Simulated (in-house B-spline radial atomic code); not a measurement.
Results of a calculation; reference values are marked as such.
C6 from the polarisability at imaginary frequency: Sr

B3LYP (VWN-RPA) linear response of the closed shell [Kr] 5s2, from a B-spline radial code for spherical atoms; scalar-relativistic (spin-free one-electron X2C), finite nucleus, no spin-orbit coupling; shells from n = 3 respond.

The dispersion coefficient of two like species is C6 = (3/π) ∫ α(iu)² du from 0 to ∞.

```json
{"u (hartree)": "0", "α(iu) (bohr³)": "187"}
{"u (hartree)": "0.03", "α(iu) (bohr³)": "173.4"}
{"u (hartree)": "0.07", "α(iu) (bohr³)": "131.7"}
{"u (hartree)": "0.12", "α(iu) (bohr³)": "85.28"}
{"u (hartree)": "0.2", "α(iu) (bohr³)": "45.8"}
{"u (hartree)": "0.3", "α(iu) (bohr³)": "25.94"}
{"u (hartree)": "0.45", "α(iu) (bohr³)": "14.78"}
{"u (hartree)": "0.7", "α(iu) (bohr³)": "8.328"}
{"u (hartree)": "1", "α(iu) (bohr³)": "5.273"}
{"u (hartree)": "1.5", "α(iu) (bohr³)": "3.023"}
{"u (hartree)": "2.5", "α(iu) (bohr³)": "1.391"}
{"u (hartree)": "5", "α(iu) (bohr³)": "0.4625"}
```

**Question.** Fit one oscillator, α(iu) = α(0)/(1 + u²/ω²), through u = 0.12 and estimate C6.

**Answer.** From α(0)/α(iu) − 1 = 187.0/85.28 − 1 = 1.1928, ω = u/√1.1928 = 0.1099 hartree (3.0 eV). London's formula gives C6 = (3/4) α(0)² ω = 0.75 × 187.0² × 0.1099 = 2882 hartree·bohr⁶, and the oscillator holds f = α(0) ω² = 2.26 electrons, of a sum of oscillator strengths of 30.6.

**Question.** How does that compare with the full integral?

**Answer.** The program's quadrature over all excitations gives C6 = 2950, so the single oscillator is off by -2.3 %. At the last point the fit gives α = 0.0903 against 0.462: higher excitations, and deeper shells where there are any, keep the true curve higher at large u.
